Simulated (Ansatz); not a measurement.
```yaml
crystal:
  periodic: [false, false, false]
  atoms:
    - {symbol: N, position_ang: [-0.740402, 1.499455, 0.141507]}
    - {symbol: C, position_ang: [0.656316, 0.870380, -0.012914]}
    - {symbol: Sb, position_ang: [0.780488, -1.011261, 1.241484]}
    - {symbol: Te, position_ang: [-1.274078, -2.350243, -0.150598]}
    - {symbol: H, position_ang: [-1.492135, 1.084403, -0.047491]}
    - {symbol: H, position_ang: [-0.841821, 1.827124, 1.277213]}
    - {symbol: H, position_ang: [1.330648, 1.373058, 0.367115]}
    - {symbol: H, position_ang: [0.673712, 0.482878, -1.016350]}
    - {symbol: H, position_ang: [1.874757, -1.778476, 0.175139]}
    - {symbol: H, position_ang: [-0.839887, -1.954295, -1.844518]}
basis:
  gaussian: {orbitals: def2-mTZVP}
hamiltonian: {xc: {name: HF}}
correlation: {method: mp2, frozen_orbitals: {N: 9}}
accuracy: high
output: {forces: true}
```

```sh
$ ansatz run in.yaml --threads 4 --pin off --events-out ev --progress --plain --max-ram 10444MiB
```

Question: How does Ansatz answer? (An estimate is asked.)

Answer: Computed: The program refused the input.
```
Functional definition: HF
Error: "frozen_orbitals" has no count for C
```
